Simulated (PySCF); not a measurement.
**P²⁺: excitation energy**

P²⁺ [Ne] 3s2 3p1 (2P) → P²⁺ [Ne] 3s2 3d1 (2D), as a difference of total energies. Calculation: PySCF 2.14, in aug-cc-pV(Q+d)Z with one added diffuse shell each of s, p, d, f, g type (8s7p6d4f3g, 114 functions); no relativity, point nucleus. Correlated levels: valence: [Ne] frozen. The calculations carry no spin-orbit coupling.

| method | excitation energy (cm⁻¹) |
| --- | --- |
| UHF | 109650 |
| LDA | 99035 |
| PBE | 98086 |
| PBE0 | 101390 |
| r2SCAN | 101370 |
| wB97X-V | 103310 |
| revPBE | 97828 |
| wB97M-V | 101130 |
| MP2 (valence) | 104990 |
| SCS-MP2 (valence) | 104680 |

A first-order spin-orbit estimate (lowest level to lowest level, LS coupling) adds 0.040 eV.

The promoted electron is Rydberg-like, and one or two diffuse shells describe it only roughly, which tends to raise the upper state.
